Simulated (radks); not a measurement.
Br IV, 32 electrons, occupied as [Ar] 3d10 4s2 4p2. Calculated with a radial shooting solver on a logarithmic mesh with Libxc functionals: scalar-relativistic Kohn-Sham, LDA (Slater exchange, VWN5 correlation), spin-polarised, spherical densities, finite nucleus; open shells are filled with parallel spins first; Fermi nuclear charge, rms radius 4.1629 fm.

Normalised radial functions P(r) = r R(r), r in bohr:

```
   r/bohr * 4p down, o 4d up (the largest magnitude, 0.814, reaches the edge; | marks zero, & curves that meet)
 0.004287                             &
 0.005627                             &
 0.007445                             &
 0.009773                             &
  0.01283                             o*
  0.01684                             o*
  0.02228                             o *
  0.02924                             o  *
  0.03838                             o   *
  0.05038                             o     *
  0.06666                             |o     *
   0.0875                             | o     *
   0.1148                             |  o    *
   0.1507                             |    o*
   0.1995                             *      o
   0.2618                      *      |        o
   0.3436                 *           |         o
   0.4511                *            |        o
   0.5968                      *      |     o
   0.7834                             o     *
    1.028                     o       |                  *
     1.35             o               |                          *
    1.786       o                     |                          *
    2.344      o                      |                  *
    3.077            o                |         *
    4.038                   o         |  *
    5.343                          o  |*
    7.014                            o*
```

4p down (empty): eigenvalue -38.904 eV, 2 radial nodes at r = 0.201, 0.697 bohr, <r> = 1.77 bohr, 90 % of the charge inside 2.62 bohr. 4d up (empty): eigenvalue -21.719 eV, 1 radial node at r = 0.776 bohr, <r> = 2.42 bohr, 90 % of the charge inside 3.63 bohr.
